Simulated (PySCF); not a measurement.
Isomers of C3H8O2Si.

All values: PBE0/pcSseg-1 (PySCF) at GFN2-xTB geometries, gas phase, one conformer each.

Task: Rank by the highest Hirshfeld charge on any atom, highest value first.
A. `[O:1]=[CH:2][SiH2:3][CH2:4][CH2:5][OH:6]` with O1–C2–Si3–C4 -24°, C2–Si3–C4–C5 -42°, Si3–C4–C5–O6 -34°, C4–C5–O6–H 169°
B. `[CH3:1][O:2][CH2:3][SiH2:4][CH:5]=[O:6]` with C1–O2–C3–Si4 180°, O2–C3–Si4–C5 180°, C3–Si4–C5–O6 0°
C. `[CH3:1][O:2][SiH2:3][C:4]([CH3:5])=[O:6]` with C1–O2–Si3–C4 180°, O2–Si3–C4–C5 2°
D. `[CH3:1][C:2](=[O:3])[CH2:4][SiH2:5][OH:6]` with C1–C2–C4–Si5 -109°, C2–C4–Si5–O6 -46°, C4–Si5–O6–H 15°

Result: D (+0.415 e), C (+0.389 e), B (+0.344 e), A (+0.321 e).

Task: Rank by dipole moment, lowest first.
A. `[CH3:1][C:2](=[O:3])[CH2:4][O:5][SiH3:6]` with C1–C2–C4–O5 0°, C2–C4–O5–Si6 177°
B. `[CH3:1][O:2][SiH2:3][C:4]([CH3:5])=[O:6]` with C1–O2–Si3–C4 180°, O2–Si3–C4–C5 2°
C. `[O:1]=[CH:2][SiH2:3][CH2:4][CH2:5][OH:6]` with O1–C2–Si3–C4 -24°, C2–Si3–C4–C5 -42°, Si3–C4–C5–O6 -34°, C4–C5–O6–H 169°
D. `[CH3:1][C:2](=[O:3])[CH2:4][SiH2:5][OH:6]` with C1–C2–C4–Si5 -109°, C2–C4–Si5–O6 -46°, C4–Si5–O6–H 15°
E. `[CH3:1][O:2][CH2:3][SiH2:4][CH:5]=[O:6]` with C1–O2–C3–Si4 180°, O2–C3–Si4–C5 180°, C3–Si4–C5–O6 0°

Result: E (1.23 D), C (1.65 D), A (2.63 D), D (3.35 D), B (3.55 D).

Task: Rank by HOMO–LUMO gap, lowest first.
A. `[CH3:1][O:2][SiH2:3][C:4]([CH3:5])=[O:6]` with C1–O2–Si3–C4 180°, O2–Si3–C4–C5 2°
B. `[CH3:1][C:2](=[O:3])[CH2:4][SiH2:5][OH:6]` with C1–C2–C4–Si5 -109°, C2–C4–Si5–O6 -46°, C4–Si5–O6–H 15°
C. `[CH3:1][O:2][Si@@H:3]([CH3:4])[CH:5]=[O:6]` with C1–O2–Si3–C4 -169°, O2–Si3–C5–O6 18°
D. `[CH3:1][O:2][CH2:3][SiH2:4][CH:5]=[O:6]` with C1–O2–C3–Si4 180°, O2–C3–Si4–C5 180°, C3–Si4–C5–O6 0°

Result: C (5.35 eV), D (5.56 eV), A (5.81 eV), B (6.77 eV).

All values together:

| SMILES | μ (D) | HOMO (eV) | LUMO (eV) | lowest IAO charge (e) | highest IAO charge (e) | lowest Hirshfeld charge (e) | highest Hirshfeld charge (e) |
| --- | --- | --- | --- | --- | --- | --- | --- |
| CO[SiH2]C(C)=O | 3.55 | -6.73 | -0.92 | -0.647 (O) | +0.947 (Si) | -0.231 (O) | +0.389 (Si) |
| CO[Si@@H](C)C=O | 1.68 | -6.70 | -1.34 | -0.733 (C) | +1.111 (Si) | -0.225 (O) | +0.424 (Si) |
| COC[SiH2]C=O | 1.23 | -6.94 | -1.38 | -0.391 (O) | +0.727 (Si) | -0.211 (O) | +0.344 (Si) |
| CC(=O)CO[SiH3] | 2.63 | -7.29 | -0.42 | -0.644 (O) | +0.876 (Si) | -0.243 (O) | +0.389 (Si) |
| CC(=O)C[SiH2]O | 3.35 | -7.55 | -0.78 | -0.802 (O) | +1.047 (Si) | -0.315 (O) | +0.415 (Si) |
| O=C[SiH2]CCO | 1.65 | -6.62 | -1.01 | -0.545 (O) | +0.715 (Si) | -0.215 (O) | +0.321 (Si) |

Conformers: `[CH3:1][O:2][SiH2:3][C:4]([CH3:5])=[O:6]` with C1–O2–Si3–C4 180°, O2–Si3–C4–C5 2°; `[CH3:1][O:2][Si@@H:3]([CH3:4])[CH:5]=[O:6]` with C1–O2–Si3–C4 -169°, O2–Si3–C5–O6 18°; `[CH3:1][O:2][CH2:3][SiH2:4][CH:5]=[O:6]` with C1–O2–C3–Si4 180°, O2–C3–Si4–C5 180°, C3–Si4–C5–O6 0°; `[CH3:1][C:2](=[O:3])[CH2:4][O:5][SiH3:6]` with C1–C2–C4–O5 0°, C2–C4–O5–Si6 177°; `[CH3:1][C:2](=[O:3])[CH2:4][SiH2:5][OH:6]` with C1–C2–C4–Si5 -109°, C2–C4–Si5–O6 -46°, C4–Si5–O6–H 15°; `[O:1]=[CH:2][SiH2:3][CH2:4][CH2:5][OH:6]` with O1–C2–Si3–C4 -24°, C2–Si3–C4–C5 -42°, Si3–C4–C5–O6 -34°, C4–C5–O6–H 169°.
